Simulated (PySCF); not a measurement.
The isolated species `N#CSc1ccoc1` is ionised with synchrotron light (hν = 900.0 eV). Calculated photoelectron kinetic energies of its computed core levels, recoil neglected:

| line | kinetic energy (eV) |
| --- | --- |
| 1 | 608.86 |
| 2 | 608.22 |
| 3 | 607.99 |
| 4 | 607.76 |
| 5 | 607.37 |
| 6 | 494.89 |
| 7 | 359.48 |

Method: delta-SCF UKS SCAN, pcX-2 on the ionised atom, pcseg-1 elsewhere, spin-free X2C (PySCF).

Task: Convert to binding energies and name the level and atom behind each line. Numbering: `[N:1]#[C:2][S:3][c:4]1[cH:5][cH:6][o:7][cH:8]1`.

Result: Against the vacuum level, binding energy = hν − kinetic energy.

```csv
line,binding energy (eV),level,atoms,environment
1,291.14,C 1s,C5,aromatic CH carbon
2,291.78,C 1s,C4,substituted aromatic carbon
3,292.01,C 1s,C8,aromatic CH next to a ring oxygen
4,292.24,C 1s,C6,aromatic CH next to a ring oxygen
5,292.63,C 1s,C2,cyano carbon
6,405.11,N 1s,N1,cyano nitrogen
7,540.52,O 1s,O7,furan-type oxygen
```

Out of reach at this photon energy: S 1s (2479.4 eV).

Task: Where does line 7 move with hν = 1486.6 eV?

Result: To 1486.6 − 540.52 = 946.08 eV; every photoline shifts by the change in photon energy, +586.6 eV.

The listed C 1s values span 1.49 eV, from C5 (bonded to 2 C (aromatic in the SMILES) and H) to C2 (bonded to N (triple bond) and S).

Task: What is the C 1s shift of C5 against C4?

Result: 291.14 − 291.78 = -0.64 eV, or -62 kJ/mol.

Other core shells, valence and Auger electrons aren't listed. Not every level is listed. Isolated species at its PBE0-D3(BJ)/def2-SVP geometry (one conformer only).

Shape of the structure used: `[N:1]#[C:2][S:3][c:4]1[cH:5][cH:6][o:7][cH:8]1`: C2–S3–C4–C5 -175°.
